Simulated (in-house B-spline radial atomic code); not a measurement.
How numerical settings move a run on Hf IV (Hf3+), [Xe] 4f14 5d1. Computed with an all-electron radial atomic-structure program (B-spline basis): Dirac-Hartree-Fock, average of configuration, Fermi nucleus of rms radius 5.347 fm.

Command:
```bash
python run_scf.py task.json out
```
Settings of the sound reference run:
```
Z                72
electrons        69
configuration    [Xe] 4f14 5d1
hamiltonian      dirac
method           hf
spin_polarised   False
nucleus          fermi
rms_radius       5.347
mass_number      180
atomic_mass      179.9466
speed_of_light   137.036
knot_spacing     0.22
spline_order     8
gauss_points     12
box_radius       16.22
max_iterations   70
damping          0.5
damped_steps     3
diis_vectors     10
tolerance        1e-08
start            Thomas-Fermi
```

Time taken, with all properties: 2.5 s on 1 thread of Arm Neoverse N1, on a shared host.

It converges in 10 iterations to -15087.275075 hartree, with 5d5/2 at -32.0581 eV. The other runs change the listed settings, some to values that make no sense; their results aren't properties of the atom or ion. Radii are in bohr (the nuclear one in fm), a minus after a letter asks for a j subshell, and «unchanged» means within 1e-8 hartree. The run stops when the residual is below 10 × tolerance × max(1, Z/10), or a noise floor if that is larger, and the energy moves by less than 1e-8 × √|E| hartree; so very loose and very tight tolerances often act alike.

| changed settings | outcome |
| --- | --- |
| box_radius = 4.87, first_knot = 0.000139, max_iterations = 60, damping = 0.8 | converged in 10 iterations, energy +5.54e-03 hartree from the reference, 5d5/2 level +1.4e-01 eV (the program warns: 5d5/2 reaches the box edge; 5s1/2 reaches the box edge) |
| max_iterations = 3, damped_steps = 1 | not converged after 3 iterations, last residual 2.2e-03, last energy +1.27e-04 hartree from the reference |
| knot_spacing = 1 | converged in 10 iterations, energy +2.05e+02 hartree from the reference, 5d5/2 level -5.1e+00 eV (the program warns: 5d5/2 reaches the box edge; 2s1/2 reaches the box edge) |
| first_knot = 1.39e-06 | converged in 10 iterations, energy +1.80e-08 hartree from the reference |
| first_knot = 0.0139 | converged in 10 iterations, energy +6.27e+00 hartree from the reference, 5d5/2 level -1.8e-02 eV |
| start = bare nucleus | converged in 12 iterations, energy unchanged, 5d5/2 level -3.3e-06 eV |
| first_knot = 0.0417 | converged in 10 iterations, energy +7.10e+01 hartree from the reference, 5d5/2 level -2.2e-01 eV |
| first_knot = 1.39e-05 | converged in 10 iterations, energy +1.30e-08 hartree from the reference |
| knot_spacing = 0.15 | converged in 10 iterations, energy -2.29e-07 hartree from the reference |
| electrons = 70, configuration = [Xe] 4f14 5d1 6s-1, max_iterations = 50 | stopped with error: j subshells need the Dirac Hamiltonian and l > 0 |
| knot_spacing = 0.3 | converged in 10 iterations, energy +6.31e-05 hartree from the reference, 5d5/2 level +2.3e-06 eV |
| knot_spacing = 0.4 | converged in 10 iterations, energy +1.60e-02 hartree from the reference, 5d5/2 level -1.6e-04 eV |
| spline_order = 5, max_iterations = 60, start = bare nucleus | converged in 11 iterations, energy +3.91e-04 hartree from the reference, 5d5/2 level -1.4e-05 eV |
| knot_spacing = 0.75 | converged in 10 iterations, energy +5.79e+01 hartree from the reference, 5d5/2 level -1.0e+00 eV (the program warns: 3s1/2 reaches the box edge; 3p1/2 reaches the box edge) |
| knot_spacing = 0.55 | converged in 10 iterations, energy +2.04e+00 hartree from the reference, 5d5/2 level -5.7e-02 eV |
| first_knot = 0.000139 | converged in 10 iterations, energy +1.92e-05 hartree from the reference |

Q: What happens with knot_spacing = 1.4?

A: Converged in 9 iterations, energy +1.42e+03 hartree from the reference, 5d5/2 level -1.2e+01 eV (the program warns: 5d5/2 reaches the box edge; 1s1/2 reaches the box edge).

Q: What happens with first_knot = 0.00139?

A: Converged in 10 iterations, energy -5.08e-01 hartree from the reference, 5d5/2 level +1.6e-04 eV.

Q: What happens with spline_order = 7, max_iterations = 60, diis_vectors = 1, start = bare nucleus?

A: Not converged after 60 iterations, last residual 4.3e+00, last energy +2.21e+02 hartree from the reference.

Q: What happens with electrons = 70, configuration = [Xe] 4f14 5d1 6p-1, max_iterations = 75?

A: Converged in 10 iterations to -15087.8689 hartree, a different physical problem.
